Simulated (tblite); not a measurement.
C₇H₆F₂.
Numbering: `[CH:1]#[C:2][C@@H:3]1[CH2:4][CH2:5][C:6]([F:7])=[C:8]1[F:9]` (hydrogens: H10 on C1; H11 on C3; H12, H13 on C4; H14, H15 on C5)

The geometry is computed with GFN2-xTB (gas phase).

Question: What internal coordinates does the optimisation give?

Answer: 
```
  bond  length (pm)
 C1≡C2        119.6
 C2–C3        145.4
 C3–C4        154.7
 C4–C5        153.8
 C5–C6        149.8
 C6–F7        134.0
 C6=C8        132.4
 C8–F9        133.9
 C3–C8        150.9
C1–H10        104.9
C3–H11        109.5
C4–H12        109.0
C4–H13        108.8
C5–H14        109.0
C5–H15        109.3
```

A selection of angles:
```
     angle  degrees
 C2–C1–H10    179.3
  C1–C2–C3    178.7
  C2–C3–C4    112.3
  C2–C3–C8    109.8
 C2–C3–H11    108.6
  C4–C3–C8    102.3
 C4–C3–H11    112.3
 C8–C3–H11    111.5
  C3–C4–C5    105.9
 C3–C4–H12    109.3
 C3–C4–H13    111.3
 C5–C4–H12    109.9
 C5–C4–H13    112.1
H12–C4–H13    108.4
  C4–C5–C6    102.8
 C4–C5–H14    112.7
 C4–C5–H15    111.9
 C6–C5–H14    111.5
 C6–C5–H15    110.0
H14–C5–H15    108.0
  C5–C6–F7    120.1
  C5–C6–C8    112.6
  F7–C6–C8    127.3
  C6–C8–F9    127.8
  C3–C8–C6    111.9
  C3–C8–F9    120.3
```

Dihedral angles: C2–C3–C4–C5 -97° (anticlinal); C3–C4–C5–C6 -20° (synperiplanar); C4–C5–C6–F7 -168° (antiperiplanar); C5–C6–C8–F9 179° (antiperiplanar); C2–C3–C8–C6 106° (anticlinal).

The 7 C–C bonds span 1.196 Å (C1≡C2, drawn triple) to 1.547 Å (C3–C4, drawn single), a spread of 0.351 Å. The 5-membered ring C3–C4–C5–C6–C8 has internal angles of 102.3° to 112.6°; it is puckered, 0.10 Å rms from its mean plane, widest ring torsion 21°.

Point group: C1 (no symmetry element, even within 0.4 Å). Its GFN2-xTB frequencies are all real (lowest 60 cm⁻¹). The numbers are those of one conformer. 3 starts were optimised and ended at 0.00, 0.00 and 0.42 kcal/mol (GFN2-xTB); the lowest of these is shown.
